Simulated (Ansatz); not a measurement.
CH$_{7}$BN$_{2}$O (`NB(N)CO`). Total charge 0; spin multiplicity 1.

Cartesian coordinates in Å:
```
N -1.461 0.251 0.281
B -0.082 -0.012 0.407
N 0.504 -0.458 1.613
C 0.828 0.207 -0.879
O 0.099 0.307 -2.103
H -2.132 0.187 1.025
H -1.815 0.668 -0.562
H 0.007 -0.555 2.480
H 1.479 -0.685 1.684
H 1.363 1.158 -0.781
H 1.611 -0.563 -0.959
H -0.402 -0.506 -2.207
```

(1) What are the harmonic wavenumbers in cm⁻¹ at PBE0-D4/def2-TZVP (Ansatz, finite differences of forces, unscaled)? (Estimate.)

(2) Is this a minimum?

(3) Give the ideal-gas thermochemistry at 298.15 K and 1 bar (rigid rotor, harmonic oscillator; point group C1, symmetry number 1).

(4) Rotational constants (cm⁻¹)?

Answers

(1) Computed: 99, 212, 253, 343, 350, 399, 432, 482, 520, 624, 760, 855, 891, 930, 1070, 1165, 1274, 1358, 1400, 1436, 1468, 1623, 1639, 2987, 3065, 3630, 3640, 3732, 3736, 3864.

(2) Yes, all 30 modes are real.

(3) Zero-point energy 264.6 kJ/mol; H(298) − E = 285.1 kJ/mol; entropy 329.3 J/(mol·K), of which translation 162.5, rotation 108.1, vibration 58.6; G(298) − E = 186.9 kJ/mol. Modes under 100 cm⁻¹ are hindered rotations or soft bends, so the harmonic entropy is rough.

(4) 0.2774, 0.1187, 0.08589.
